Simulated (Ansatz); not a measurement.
SnCl3(pyrrolidide) (C4H8Cl3NSn). Charge 0, multiplicity 1. Geometry PBE-D4/def2-SVP; atoms count from 1.

Cartesian coordinates in Å:
```
Sn -1.669 0.937 1.133
Cl -3.182 -0.355 -0.180
Cl -2.010 0.346 3.387
Cl -2.178 3.206 0.763
N 0.340 0.683 0.725
C 0.721 1.009 -0.662
C 0.515 -0.281 -1.493
C 0.586 -1.427 -0.444
C 0.823 -0.698 0.902
H 1.799 1.291 -0.641
H 0.170 1.896 -1.037
H 1.278 -0.381 -2.291
H -0.477 -0.267 -1.987
H -0.371 -1.987 -0.415
H 1.389 -2.159 -0.661
H 0.354 -1.184 1.781
H 1.914 -0.631 1.120
```

In the def2 sets Sn takes a core potential; there is no spin–orbit coupling.

Question: Estimate the Mulliken populations from the PBE0/def2-TZVP orbitals of Ansatz.

Answer: 
| atom | charge (e) |
| --- | --- |
| Sn1 | 1.05 |
| Cl2 | -0.33 |
| Cl3 | -0.31 |
| Cl4 | -0.31 |
| N5 | -0.31 |
| C6 | -0.17 |
| C7 | -0.22 |
| C8 | -0.22 |
| C9 | -0.17 |
| H10 | 0.11 |
| H11 | 0.14 |
| H12 | 0.12 |
| H13 | 0.13 |
| H14 | 0.13 |
| H15 | 0.12 |
| H16 | 0.14 |
| H17 | 0.11 |
Mulliken values and Mayer orders depend strongly on the basis.

Question: And the Mayer bond orders between bonded heavy atoms (over 0.3)?

Answer: Sn1–Cl2 0.93 (2.38 Å); Sn1–Cl3 0.98 (2.35 Å); Sn1–Cl4 0.98 (2.35 Å); Sn1–N5 0.94 (2.07 Å); N5–C6 0.96 (1.47 Å); N5–C9 0.96 (1.47 Å); C6–C7 1.03 (1.55 Å); C7–C8 1.00 (1.56 Å); C8–C9 1.03 (1.55 Å).
